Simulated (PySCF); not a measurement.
## Dipole moment and polarisability of `C[C@@H]1C=CC[C@H]1C#N`

Species: C7H9N.
Cartesian coordinates in Å at the GFN2-xTB level; atoms count from 1:
```
atom  x, y, z in Å
C1    -1.8955   -0.4781   -0.5839
C2    -0.6972   -0.2119    0.3219
C3    -0.5089    1.2428    0.6492
C4     0.7285    1.6581    0.4474
C5     1.6288    0.5656   -0.0430
C6     0.6521   -0.5951   -0.3482
C7     1.1434   -1.8542    0.1404
N8     1.5279   -2.8499    0.5519
H9    -2.8193   -0.2070   -0.0776
H10   -1.8199    0.1082   -1.4980
H11   -1.9451   -1.5330   -0.8466
H12   -0.8297   -0.7797    1.2520
H13   -1.3281    1.8342    1.0189
H14    1.1065    2.6500    0.6240
H15    2.2001    0.8610   -0.9245
H16    2.3445    0.2854    0.7360
H17    0.5051   -0.6843   -1.4297
```

Level: CAM-B3LYP/def2-SVPD (PySCF), static field, nuclei fixed, core orbitals frozen in the response. The polarisability tensor in these axes (au):

```
x   87.98 -1.54  0.86
y   -1.54 88.87 -0.81
z    0.86 -0.81 64.85
```

Question: What are the eigenvalues, a third of the trace, and Δα (Δα² = ½Σ(αi − αj)² over the three pairs)?

Answer: Principal values 64.80, 86.82 and 90.08 au; mean 80.57 au = 11.94 Å³ = 13.28 × 10⁻⁴⁰ C²·m²/J; Δα = 23.82 au (30 % of the mean).

Question: What is the dipole moment, and where does it point?

Answer: (-1.54, 3.70, -1.17) D, 4.17 D in size, pointing from the negative to the positive side. Measured along this direction, the outermost atoms are N8 at the negative end and H13 and H14 at the positive end.

Question: Find the Langevin capture rate constant for H3O+ (19.018 u) meeting this molecule (107.073 u), k = 2.342 × 10⁻⁹ cm³/s × √(α in Å³ / reduced mass in u).

Answer: The reduced mass is 16.15 u, so k = 2.01 × 10⁻⁹ cm³/s. The formula leaves out the permanent dipole, which adds to the capture rate.

Question: What depolarisation ratio follows for Rayleigh scattering of linearly polarised light, taking the static tensor?

Answer: ρ = 3Δα²/(45ᾱ² + 4Δα²) = 1702.8/(292099 + 2270.5) = 0.00578.

Question: In TDDFT the mean static polarisability is Σ f/ω² over all singlet excitations (ω in hartree). How much of it do the 8 lowest give? Their energies (eV) and oscillator strengths: 7.02, 0.0328; 7.12, 0.2419; 7.75, 0.0022; 7.80, 0.0008; 7.95, 0.0064; 8.12, 0.0030; 8.13, 0.0207; 8.15, 0.0288.

Answer: They add up to 4.72 au, 5.9 % of the 80.57 au; the largest single term is 3.53 au, from the state at 7.12 eV. Terms in order: 0.49, 3.53, 0.03, 0.01, 0.08, 0.03, 0.23, 0.32 au. Higher excitations give the rest. The strengths listed sum to 0.337.

Isolated species at its GFN2-xTB geometry (one conformer only).
